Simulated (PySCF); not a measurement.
Species: C2H2ClI.
Numbering: `[Cl:1]/[CH:2]=[CH:3]/[I:4]` (hydrogens: H5 on C2; H6 on C3)

A GFN2-xTB structure was refined with PySCF, PBE0-D3(BJ)/def2-SVP geometry optimisation, gas phase, def2 core potentials past Kr. Its GFN2-xTB values:

```csv
coordinate,GFN2-xTB
Cl1–C2,1.684 Å
C2=C3,1.309 Å
C2–H5,1.081 Å
C3–I4,2.141 Å
C3–H6,1.082 Å
Cl1–C2–C3,121.4°
Cl1–C2–H5,114.3°
C2–C3–I4,121.7°
C2–C3–H6,125.4°
C3–C2–H5,124.3°
I4–C3–H6,112.8°
```

**Question.** How do these coordinates change at the PBE0-D3(BJ)/def2-SVP level?

**Answer.** 
```
coordinate  PBE0-D3(BJ)/def2-SVP (Å or °)  change
     C3–I4                          2.084  -0.057
    Cl1–C2                          1.723  +0.039
     C2=C3                          1.331  +0.022
     C2–H5                          1.093  +0.012
     C3–H6                          1.092  +0.010
  C2–C3–H6                          122.9    -2.5
  I4–C3–H6                          115.1    +2.3
 Cl1–C2–C3                          121.9    +0.5
  C3–C2–H5                          123.9    -0.4
  C2–C3–I4                          122.1    +0.4
 Cl1–C2–H5                          114.2    -0.1
```

The energy falls by 0.067 eV over 8 energy and gradient evaluations, the largest force component goes from 0.0401 to 2.9e-04 Eh/bohr, and the atoms move by 0.023 Å rms after alignment. The bond that changes most is C3–I4 (ends: alkene CH carbon; iodine bonded to C), which shortens by 0.057 Å. Bonds longer at the end by more than 0.005 Å: 4 of 5; shorter: 1. Rotational constants go from 51725, 776.6, 765.1 to 51174, 778.7, 767.0 MHz.

The run used 82 basis functions and 57 SCF cycles in all.

PBE0-D3(BJ)/def2-SVP frequencies: not computed here.
